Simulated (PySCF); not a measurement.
Compound: GeH8NP3.
Atom-mapped SMILES: `[NH2:1][Ge:2]([PH2:3])([PH2:4])[PH2:5]` (hydrogens: H6, H7 on N1; H8, H9 on P3; H10, H11 on P4; H12, H13 on P5)

Level of theory: PySCF 2.14.0, PBE0-D3(BJ)/def2-SVP geometry optimisation, gas phase.

(1) List the bond lengths and angles at this level.

Results:

(1) 
```
                  bond  length (Å)   order
                N1–Ge2       1.839  single
                Ge2–P3       2.348  single
        Ge2–P4, Ge2–P5       2.328  single
          N1–H6, N1–H7       1.018  single
P3–H8 and 5 like bonds       1.429  single
```

Bonds in one row agree within 0.01 Å and their mean is given. Orders are formal, as drawn. A selection of angles:
```
     angle  degrees
 Ge2–N1–H6    114.0
  H6–N1–H7    108.6
 N1–Ge2–P3    113.9
 N1–Ge2–P4    104.4
 N1–Ge2–P5    104.6
 P3–Ge2–P4    105.6
 P3–Ge2–P5    110.0
 P4–Ge2–P5    118.4
 Ge2–P3–H8     93.2
  H8–P3–H9     93.3
Ge2–P5–H12     94.6
```

The 3 Ge–P bonds span 2.327 Å (Ge2–P4, drawn single) to 2.348 Å (Ge2–P3, drawn single), a spread of 0.021 Å. N1 (nitrogen bonded to Ge and 2 H) is pyramidal (angles 114.2°, 114.0° and 108.6°, sum 336.8°, 0.34 Å off the plane of its three neighbours). Ge2 (germanium bonded to N and 3 P) is distorted tetrahedral (angles from 104.4° to 118.4°). P3 (three-coordinate phosphorus) is pyramidal (angles 93.8°, 93.3° and 93.2°, sum 280.2°, 0.88 Å off the plane of its three neighbours).

PBE0-D3(BJ)/def2-SVP frequencies: not computed here. One conformer, not necessarily the lowest (N1–Ge2–P3–H 180° and 87°, N1–Ge2–P4–H -174° and -81°, N1–Ge2–P5–H 81° and 175°).
